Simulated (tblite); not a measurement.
C6H6ClO (doublet state).
Structure used (GFN2-xTB), in Å, numbered top down from 1:
```
atom  x, y, z in Å
C1     2.6649    0.1006    0.4072
O2     1.6477   -0.6398   -0.0264
C3     0.3874   -0.2252   -0.0365
C4    -0.1826    0.9555    0.3536
C5    -1.5919    0.8533    0.1165
Cl6   -2.6813    2.1274    0.4752
C7    -1.9188   -0.3451   -0.4075
C8    -0.6736   -1.1569   -0.5556
H9     2.5288    1.0959    0.7800
H10    3.6209   -0.3768    0.3574
H11    0.2951    1.8224    0.7656
H12   -2.8948   -0.6929   -0.6816
H13   -0.4859   -1.4374   -1.5945
H14   -0.7165   -2.0816    0.0246
```

All values are computed: GFN2-xTB (tblite) harmonic vibrations without scaling, gas phase. Errors from tens to a few hundred cm⁻¹ against measured bands are possible. One conformer, not necessarily the lowest. Open shells enter through the occupations alone, without spin polarisation, and single modes of such species can be off by tens of per cent.

Harmonic wavenumbers (cm⁻¹): 128.3, 165.2, 167.0, 244.5, 291.8, 311.7, 359.9, 410.3, 469.5, 481.2, 545.1, 617.1, 702.9, 758.4, 862.5, 877.4, 918.1, 1030.8, 1052.8, 1068.9, 1105.6, 1157.7, 1180.1, 1253.3, 1295.2, 1325.0, 1364.8, 1402.5, 1501.0, 1579.7, 2945.4, 2971.9, 3143.3, 3166.5, 3169.1, 3203.8.

A = 4305, B = 959.4, C = 788.4 MHz; mass 129.011 u (most abundant isotopes); point group Cs, symmetry number 1; spin multiplicity 2.

What is the zero-point energy?

½Σν̃ = 21614 cm⁻¹ = 61.80 kcal/mol.

What is S at 298.15 K and 1 bar for an ideal gas of classical rigid rotors and harmonic oscillators?

Translation 40.50, rotation 28.98, vibration 18.51, spin (R ln 2) 1.38: S = 89.4 cal/(mol K).

And Cp and H(298.15 K) − H(0)?

Cp = 32.14 cal/(mol K), of which vibrations give 24.19 (their classical limit is 36 R = 71.5); H(298.15 K) − H(0) = 5.70 kcal/mol without the zero-point energy, 3.33 from vibrations.

What must be added to the electronic energy to get the Gibbs energy at 298.15 K and 1 bar?

ZPE + [H(298.15 K) − H(0)] − T·S = 61.80 + 5.70 − 26.64 = 40.86 kcal/mol.

Blend soft modes into free rotors: weight 1/[1 + (100 cm⁻¹/ν̃)⁴] for the oscillator and the rest for a rotor with moment μB/(μ + B), μ = h/(8π²ν), B = 10⁻⁴⁴ kg m². What vibrational entropy results?

18.40 cal/(mol K) in place of 18.51, which changes −T·S at 298.15 K by +0.03 kcal/mol.

Which modes carry the vibrational entropy at 298.15 K?

128.3 cm⁻¹: 2.97; 165.2 cm⁻¹: 2.49; 167.0 cm⁻¹: 2.47; 244.5 cm⁻¹: 1.77; 291.8 cm⁻¹: 1.46; 311.7 cm⁻¹: 1.35 cal/(mol K); the other 30 give 5.99 together.

Hindered rotation and anharmonicity are outside this model. Other conformers, if any are populated, would add a mixing term that is left out.
